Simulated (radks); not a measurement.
Spherical quantum dot in the effective-mass picture: electrons in a hard-walled sphere of radius 6.86, with a point charge +2 (a donor) at the centre, all in effective atomic units (hartree* = m*/eps^2 hartree, bohr* = eps/m* bohr), one dielectric constant everywhere. Method: non-relativistic Kohn-Sham, PBEsol, spin-polarised, spherical densities; computed with a radial shooting solver with Libxc functionals. Levels are named by radial order and angular momentum (1s, 1p, 1d, 2s, ...), and open shells are averaged over m. Each electron was tried in the lowest free levels, single moves between levels near the top were tried too, and the lowest total energy was kept; such a search can miss a lower state. At N = 1 the Hartree and exchange-correlation terms need not cancel, so that row can carry a self-interaction error.

N                         open shells  2S  mu = E(N) - E(N-1) (hartree*)  addition energy mu(N+1) - mu(N) (hartree*)  e(HOMO) (hartree*)  rms radius (bohr*)
1                    1s(up 1, down 0)   1                        -1.9696                                       1.081             -1.5256              0.8868
2                                none   0                       -0.88814                                       1.040            -0.56950               1.125
3                    2s(up 1, down 0)   1                        0.15178                                      0.1974             0.22941               2.590
4                                none   0                        0.34919                                      0.2100             0.43168               3.151
5   1p(up 2, down 0) 2s(up 1, down 0)   3                        0.55920                                      0.1715             0.63858               3.476
6   1p(up 3, down 0) 2s(up 1, down 0)   4                        0.73072                                      0.2086             0.82265               3.715
7                    1p(up 3, down 0)   3                        0.93935                                      0.2063              1.0193               3.899
8                    1p(up 3, down 1)   2                         1.1456                                      0.1723              1.2313               4.045
9                    1p(up 3, down 2)   1                         1.3179                                      0.1743              1.4049               4.165
10                               none   0                         1.4922                                      0.2759              1.5796               4.266
11                   1d(up 1, down 0)   1                         1.7681                                      0.1702              1.8531               4.366
12                   1d(up 2, down 0)   2                         1.9384                                      0.1708              2.0237               4.450
13                   1d(up 3, down 0)   3                         2.1091                                      0.1710              2.1946               4.523
14                   1d(up 4, down 0)   4                         2.2801                                      0.1710              2.3656               4.588
15                   1d(up 5, down 0)   5                         2.4511                                      0.2118              2.5365               4.644
16                   1d(up 5, down 1)   4                         2.6629                                      0.1672              2.7464               4.696
17                   1d(up 5, down 2)   3                         2.8301                                      0.1678              2.9139               4.742
18                   1d(up 5, down 3)   2                         2.9979                                      0.1682              3.0820               4.784
19                   1d(up 5, down 4)   1                         3.1661                                      0.1684              3.2503               4.823
20                               none   0                         3.3345                                      0.2907              3.4187               4.858
21                   1f(up 1, down 0)   1                         3.6252                                      0.1664              3.7084               4.894
22                   1f(up 2, down 0)   2                         3.7916                                      0.1666              3.8749               4.927
23                   1f(up 3, down 0)   3                         3.9582                                      0.1667              4.0415               4.958
24                   1f(up 4, down 0)   4                         4.1249                                      0.1667              4.2082               4.987
25                   1f(up 5, down 0)   5                         4.2915                                      0.1667              4.3749               5.014
26                   1f(up 6, down 0)   6                         4.4582                                      0.1666              4.5415               5.039
27                   1f(up 7, down 0)   7                         4.6249                                      0.2065              4.7082               5.062
28                   1f(up 7, down 1)   6                         4.8314                                      0.1646              4.9136               5.085
29                   1f(up 7, down 2)   5                         4.9960                                      0.1648              5.0784               5.106
30                   1f(up 7, down 3)   4                         5.1608                                      0.1649              5.2432               5.125
31                   1f(up 7, down 4)   3                         5.3257                                      0.1650              5.4082               5.144
32                   1f(up 7, down 5)   2                         5.4907                                      0.1650              5.5732               5.162
33                   1f(up 7, down 6)   1                         5.6558                                      0.1651              5.7383               5.179
34                               none   0                         5.8208                                      0.3103              5.9034               5.196
35                   1g(up 1, down 0)   1                         6.1311                                      0.1639              6.2130               5.213
36                   1g(up 2, down 0)   2                         6.2950                                           -              6.3770               5.229

All shells are closed at N = 2, 4, 10, 20, 34 (there: 1s2 1p6 1d10 2s2 1f14); the second difference of the energy has clear peaks (12 % above both neighbours; the first and last values, which can be the largest, are not judged, and half-filled shells can peak too) at N = 10, 15, 20, 27, 34.
